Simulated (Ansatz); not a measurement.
`[O]=[W]([F])(=[S])[Cl]`, relaxed with RKS PBE-D4/def2-SVP in the Gaussian-basis code of Ansatz from a rough embedded geometry. The force threshold is 0.03 eV/Å; the program also tests the step.

The species carries charge 0 and has multiplicity 1. W takes the def2 core potential.

Start:

```xyz
5

O     1.494   -0.153    1.702
W     0.173    0.027   -0.140
F    -1.544   -1.303    0.804
S    -0.185    2.431   -0.089
Cl    0.062   -1.000   -2.277
```

```
step  energy (eV)  largest force (eV/Å)  largest move (Å)
   1  -29922.7398                 6.575             0.000
   2  -29926.7087                 6.000             0.195
   3  -29928.7422                 4.194             0.195
   4  -29929.5538                 1.821             0.195
   5  -29929.8223                 0.456             0.198
   6  -29929.8496                 0.303             0.088
   7  -29929.8535                 0.067             0.018
   8  -29929.8542                 0.053             0.010
   9  -29929.8542                 0.023             0.003
```

End:

```xyz
5

O     1.376   -0.292    1.053
W    -0.014   -0.069    0.080
F    -1.489   -0.846    0.925
S    -0.327    2.050   -0.050
Cl    0.454   -0.842   -2.008
```

Run time 11 s (4 threads of an Arm Neoverse V2 on a shared host); peak host memory 0.16 GiB.
